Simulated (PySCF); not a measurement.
CH7NSi2, SMILES C1N[SiH2][SiH2]1. Atoms are numbered in the order given.

```xyz
11

C     -1.2477    -0.7647     0.0000
N     -1.1361     0.7023     0.0000
Si     0.5416     1.1898     0.0000
Si     0.6504    -1.1501     0.0000
H     -1.7671    -1.1659    -0.8914
H     -1.7671    -1.1659     0.8914
H     -1.9886     1.2542     0.0000
H      1.0003     1.9675     1.1961
H      1.0003     1.9675    -1.1961
H      1.1366    -1.8704     1.2130
H      1.1366    -1.8704    -1.2130
```
Charge 0, spin multiplicity 1.

Coordinates come from a B3LYP-D3(BJ)/def2-SVP optimisation. The structure was generated by enumeration, and PubChem lists no compound with its InChIKey, so it may never have been made.

Two levels are set side by side: PBE/pcSseg-1 (PySCF) and B3LYP/pcSseg-1 (PySCF). GIAO shifts against NH3 (¹⁵N), TMS (²⁹Si), TMS (¹H), TMS (¹³C) at the same level; non-relativistic, no solvent, atoms listed together averaged. Differences are taken from unrounded values.

```json
[
 {"quantity": "δ(¹³C) of C1 (ppm)", "B3LYP": "43.9", "PBE": "45.5", "PBE minus B3LYP": "1.6"},
 {"quantity": "δ(¹⁵N) of N2 (ppm)", "B3LYP": "32.1", "PBE": "34.9", "PBE minus B3LYP": "2.8"},
 {"quantity": "δ(²⁹Si) of Si3 (ppm)", "B3LYP": "-22.3", "PBE": "-22.5", "PBE minus B3LYP": "-0.2"},
 {"quantity": "δ(²⁹Si) of Si4 (ppm)", "B3LYP": "-41.0", "PBE": "-46.2", "PBE minus B3LYP": "-5.2"},
 {"quantity": "δ(¹H) of H5, H6 (ppm)", "B3LYP": "3.76", "PBE": "3.99", "PBE minus B3LYP": "0.23"},
 {"quantity": "δ(¹H) of H7 (ppm)", "B3LYP": "0.19", "PBE": "0.11", "PBE minus B3LYP": "-0.08"},
 {"quantity": "δ(¹H) of H8, H9 (ppm)", "B3LYP": "5.75", "PBE": "6.15", "PBE minus B3LYP": "0.39"},
 {"quantity": "δ(¹H) of H10, H11 (ppm)", "B3LYP": "4.72", "PBE": "4.93", "PBE minus B3LYP": "0.20"}
]
```

Rough cost on one machine, each run with all the roots and properties that it gave: B3LYP against PBE within a factor of 2.
